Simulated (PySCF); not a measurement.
Br2In, doublet, geometry from GFN2-xTB (such geometries of metal compounds can be far from the true shape) (the spin is typed, not shown lowest) (all electrons, no relativity).

PySCF was given this input:
```python
from pyscf import gto, scf, dft

mol = gto.Mole()
mol.atom = '''
    In    0.709733    0.367641    0.240185
    Br   -0.871764    1.398585   -1.594834
    Br   -0.121862   -1.913282    1.258575
'''
mol.basis = '3-21g'
mol.charge = 0
mol.spin = 1
mol.verbose = 5
mol.build()

mf = dft.UKS(mol)
mf.xc = 'm062x'
mf.kernel()
mf.analyze()
```

Problem. What is the computed total energy (M062X/3-21G (PySCF))?

Solution. -10841.3289 Eh

Problem. Estimate the number of basis functions that M062X/3-21G returns for this input.

Solution. 75

Problem. What is the computed dipole moment (M062X/3-21G)?

Solution. 3.33 D

These values belong to the state on which the SCF converged, which isn't shown to be the lowest.
